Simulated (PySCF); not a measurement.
Write Cartesian coordinates for CdMe(vinyl), `C=[CH][Cd][CH3]` as optimised with PBE0-D3(BJ)/def2-SVP. (Singlet state.)

```
atom  x, y, z in Å
Cd1   -0.0913   -0.2735    0.4739
C2    -0.2271    0.0245    2.5583
H3    -0.9449    0.8249    2.7950
H4     0.7500    0.3073    2.9788
H5    -0.5626   -0.8939    3.0641
C6     0.0463   -0.5605   -1.6030
C7     0.3428    0.4038   -2.4853
H8    -0.1337   -1.5615   -2.0219
H9     0.5417    1.4414   -2.1900
H10    0.4035    0.2107   -3.5653
```

Orientation and origin are arbitrary. Atoms count from 1 in this order. The 4 heavy atoms lie in one plane (0.000 Å rms).

Bonds between heavy atoms (Å): Cd1–C2 2.110, Cd1–C6 2.101, C6–C7 1.340.

Computed with PBE0-D3(BJ)/def2-SVP geometry optimisation, gas phase, def2 core potentials past Kr in PySCF 2.14.0.

Point group: near Cs, missed by 0.12 Å at most; the miss may be what the optimiser left on a soft mode. No PBE0-D3(BJ)/def2-SVP frequencies stand behind this structure, so it isn't proved a minimum. Torsions: Cd1–C6–C7–H 0° and 180°.
